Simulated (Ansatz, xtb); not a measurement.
Loss of CH4: SiH(CH3)F2 → SiF2 + CH4

Species: SiH(CH3)F2, singlet; SiF2 `F[Si]F`, singlet; CH4 (methane) `C`, singlet. 

Shapes, held fixed at every level: PBE0-D4/def2-TZVP. Programs: Ansatz 0.2.0, xtb 6.7.1. The zero-point and thermal change to 298 K, harmonic and unscaled (PBE0-D4/def2-TZVP), is -0.6 kJ/mol.

(1) Estimate ΔH(298 K) of this reaction.

Results:

(1) The highest level, CCSD(T)/CBS estimate, gives ΔH(298 K) = +150.7 kJ/mol; the levels span +126.8 to +172.0. The column of differences is taken from that level and isn't an error. No measured value is set beside it here. The CBS estimate extrapolates MP2 from def2-TZVPP and def2-QZVPP and adds CCSD(T) − MP2 in the triple-zeta set, cores frozen.

| level | kind | ΔH(298 K) (kJ/mol) | less CCSD(T)/CBS estimate |
| --- | --- | --- | --- |
| GFN1-xTB | semi-empirical | +126.8 | -23.9 |
| HF/def2-SVP | Hartree–Fock | +149.4 | -1.3 |
| r2SCAN-D4/def2-TZVPP | meta-GGA | +164.4 | +13.7 |
| r2SCAN0-D4/def2-TZVPP | global hybrid | +172.0 | +21.3 |
| wB97M-V/def2-TZVPP | range-separated hybrid | +138.2 | -12.5 |
| MP2/def2-SVP | perturbation theory | +149.0 | -1.7 |
| CCSD(T)/def2-SVP | coupled cluster or CI | +132.9 | -17.8 |
| CCSD/def2-TZVPP | coupled cluster or CI | +147.1 | -3.6 |
| CCSD(T)/CBS estimate | coupled cluster or CI | +150.7 | 0.0 |
